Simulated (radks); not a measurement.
Results of a calculation; reference values are marked as such.
Coherent X-ray form factor from a spherical all-electron density. Level of theory: Dirac Kohn-Sham, OLYP, spin-unpolarised, spherical densities, finite nucleus; Fermi nuclear charge, rms radius of each element as measured or else 0.836 A^(1/3) + 0.57 fm (a radial shooting solver on a logarithmic mesh with Libxc functionals).

sin(theta)/lambda (1/angstrom),f0 (electrons)
0.05,31.274
0.1,29.549
0.15,27.532
0.2,25.580
0.25,23.776
0.3,22.100
0.4,19.011
0.5,16.217
0.6,13.786
0.8,10.189
1,8.060
1.25,6.628
1.5,5.775
2,4.442

The species is in the configuration that NIST lists as its ground one. Which atom or ion scatters so?

Answer. Neutral germanium, [Ar] 3d10 4s2 4p2. Extrapolating in s^2 from the first two rows gives f0(0) = 31.8, near the electron count 32; among species with that count, the fall with angle is slower the higher Z, and the table is that of Z = 32; from so few rows the species is fixed only to a neighbour or two.
